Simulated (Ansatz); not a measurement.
Born–Oppenheimer molecular dynamics of Cl2FGaH2O (7 atoms, charge 0, multiplicity 1). It starts at the highest image of a converged band, a first-order saddle point between two minima.

Computed with RKS BHLYP/def2-SVP (Ansatz).

| Property | Result |
| --- | --- |
| ensemble | NVE (velocity Verlet) |
| time step | 0.5 fs |
| steps asked | 200 |
| starting velocities drawn for | 300 K |
| seed | 11171 |

First frame:

```xyz
7
Properties=species:S:1:pos:R:3
Ga 0.123 -0.357 -0.135
Cl 0.050 -0.032 2.295
Cl 1.921 0.426 -0.929
O -1.444 -0.124 -0.882
H -2.188 -0.588 -0.504
F 0.345 -2.034 0.673
H 0.258 -1.371 1.771
```

(1) How far do the bonds stretch over the last three quarters of this one trajectory? (Pairs bonded in most of those frames.)

Answers

(1) 
```csv
bond,mean (Å),spread (Å),shortest,longest
Ga1–Cl2,2.258,0.184,2.00,2.47
Ga1–Cl3,2.128,0.034,2.08,2.18
Ga1–O4,1.753,0.012,1.74,1.77
O4–H5,0.958,0.029,0.91,1.00
F6–H7,0.977,0.090,0.87,1.27
```

Pairs bonded in part of these frames only: Ga1–F6 50 %, Cl2–H7 13 %, F6–H7 90 %.

Mean temperature of the second half: 741 K. The conserved energy stayed within 0.36 meV per atom of its start (net change 0.16 meV per atom), so the integration is sound. The kinetic energy rose, since the run started high on the potential surface and went downhill. It ends in pieces (Cl2GaHO + FH), so much of that is their flight and rotation, not heat. A run of 0.1 ps of so small a system gives no equilibrium averages. The orbitals stay closed-shell, which can raise the energy where a bond breaks towards radicals; this wasn't checked here.

Run time: 11 min on 2 threads of Arm Neoverse V1, on a shared host, peak memory 0.27 GiB.
